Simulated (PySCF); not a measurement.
## Exercise with solution: chemical shift, span and skew from a shielding tensor

Ga(Me)2(NH2) (C2H8GaN), SMILES [CH3][Ga]([CH3])[NH2]. Atoms are numbered in the order given.

```xyz
12

Ga     0.0018     0.0036     0.0238
C     -1.3965    -1.3741    -0.2345
H     -1.3528    -1.7812    -1.2579
H     -2.3989    -0.9354    -0.1011
H     -1.2864    -2.2082     0.4752
C      0.2012     1.6687    -1.0286
H      0.3435     1.4352    -2.0965
H      1.0587     2.2689    -0.6880
H     -0.7082     2.2866    -0.9488
N      1.2195    -0.2881     1.3564
H      1.9799     0.3431     1.5875
H      1.2225    -1.1016     1.9631
```

Geometry optimised at B3LYP-D3(BJ)/def2-SVP. The isomer is the one that the SMILES or the coordinates give; other isomers of the formula were not compared. The values are those of a single conformer.

GIAO shieldings from HF/pcSseg-1 (PySCF), non-relativistic, no solvent. The symmetric part of the tensor of C2 has the principal values 193.4, 204.3, 205.5 ppm. The same nucleus in TMS has σ = 192.6 ppm at this level (PySCF, at its B3LYP-D3(BJ)/def2-TZVP geometry).

Task: Work out the isotropic shielding, the ¹³C shift against TMS, the span and the skew.

Result: 
σ(iso) = (σ11 + σ22 + σ33)/3 = 201.1 ppm. δ = σ(ref) − σ(iso) = 192.6 − (201.1) = -8.5 ppm.
Span Ω = σ33 − σ11 = 12.1 ppm. Skew κ = 3(σ(iso) − σ22)/Ω = -0.80. Tumbling in solution averages the tensor to δ; in a static solid the shielding alone would spread this spin-1/2 line over Ω.
